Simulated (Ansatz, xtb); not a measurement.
## Two isomers of C6H4FN

Structure I: `N#C[C@@H]1C=CC(F)=C1`, a singlet. Structure II: `N#CC1=CCC=C1F`, a singlet. Both are isolated molecules in the gas phase, relaxed with r2SCAN-D4/def2-SVP.

Quicker runs give these differences E(II) − E(I): GFN2-xTB −14.4 kJ/mol; HF/STO-3G −27.0 kJ/mol (at GFN2-xTB geometries); r2SCAN-D4/def2-SVP//GFN2-xTB −28.9 kJ/mol.

Question: Estimate E(II) − E(I) at the level CCSD(T)/def2-SVP + ΔMP2/def2-TZVPP.

Answer: Calculated at CCSD(T)/def2-SVP + ΔMP2/def2-TZVPP: E(II) − E(I) = −13.4 kJ/mol, so structure II lies lower.

The same difference at several levels:

```csv
level,geometry,E(II) − E(I) (kJ/mol),departure from the last row (kJ/mol),"job, with rough time for the two"
GFN2-xTB,GFN2-xTB,−14.4,−0.9,"optimisation, 0.12 s"
HF/STO-3G,GFN2-xTB,−27.0,−13.6,"single point, 0.36 s"
r2SCAN-D4/def2-SVP//GFN2-xTB,GFN2-xTB,−28.9,−15.5,"single point, 3.5 s"
r2SCAN-D4/def2-SVP,r2SCAN-D4/def2-SVP,−27.1,−13.7,"optimisation, 30 s"
HF/def2-SVP,r2SCAN-D4/def2-SVP,−12.8,+0.6,part of the CCSD(T) run
MP2/def2-SVP,r2SCAN-D4/def2-SVP,−19.7,−6.3,part of the CCSD(T) run
CCSD(T)/def2-SVP,r2SCAN-D4/def2-SVP,−17.2,−3.7,single point
CCSD(T)/def2-SVP + ΔMP2/def2-TZVPP,r2SCAN-D4/def2-SVP,−13.4,,"single point, 61 s"
```

As drawn, both hold the same kinds of bond in the same numbers.

None of the levels shown reverses the order. The largest departure from CCSD(T)/def2-SVP + ΔMP2/def2-TZVPP is that of r2SCAN-D4/def2-SVP//GFN2-xTB, 15.5 kJ/mol. The last row adds to CCSD(T) the change of the MP2 difference between the two basis sets, here +3.7 kJ/mol.

With thermal terms from frequencies at re-optimised GFN2-xTB minima (ideal gas, soft modes damped towards free rotors, one conformer each, 298.15 K, 1 atm): the zero-point term adds −0.3 kJ/mol; ΔH is −13.5 and ΔG −13.4 kJ/mol.

The correlated steps freeze 8 core orbitals. Mirror images aren't counted in ΔG. Run with Ansatz 0.2.0, xtb 6.7.1; the last row on 4 threads of Arm Neoverse V1 on a shared host.
